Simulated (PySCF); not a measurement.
**NMR parameters of [IrF6]3-**

[IrF6]3-, [F6Ir]3-, point group Oh.

Geometry (Å), atoms numbered from 1 in this order:
```xyz
7

Ir    0.000    0.000    0.000
F    -0.027   -0.014    2.057
F     0.027    0.014   -2.057
F     2.057    0.008    0.027
F    -2.057   -0.008   -0.027
F    -0.008    2.057    0.014
F     0.008   -2.057   -0.014
```

Total charge -3.

GIAO calculations in PySCF 2.14 on the PBE0-D3(BJ)/def2-SVP structure: isolated species, scalar relativity only through the core potential, equivalent atoms averaged; basis pcSseg-1 (def2-TZVP on Ir).

Task: Give the isotropic shieldings (ppm) with B3LYP, PBE0.

Result: 
```tsv
atoms	environment	B3LYP	PBE0
F2/F3/F4/F5/F6/F7	fluorine bonded to Ir	782.8	807.3
HOMO–LUMO gap (eV)	–	5.03	5.57
```

Task: And the chemical shifts, against references computed in the same way?

Result: 
| atoms | nucleus, reference | B3LYP | PBE0 |
| --- | --- | --- | --- |
| F2/F3/F4/F5/F6/F7 | $^{19}$F, CFCl3 | -610.8 | -630.1 |

Task: Which part of the shielding of F2/F3/F4/F5/F6/F7 depends on the functional?

Result: Diamagnetic: B3LYP 483, PBE0 482 ppm; paramagnetic: B3LYP 300, PBE0 325 ppm. The diamagnetic part, set mainly by inner electrons, hardly moves; the paramagnetic part goes with low-lying magnetically allowed excitations and carries the spread.

The ion is multiply charged and has no counter-ions or solvent here.

Ir is described by an effective core potential, so it has no shielding of its own here; spin–orbit effects on the atoms bonded to it, which can be large, are absent, and the values of these neighbours are rough. Unscaled 19F shifts against computed CFCl3 carry errors that often reach 10 to 50 ppm.
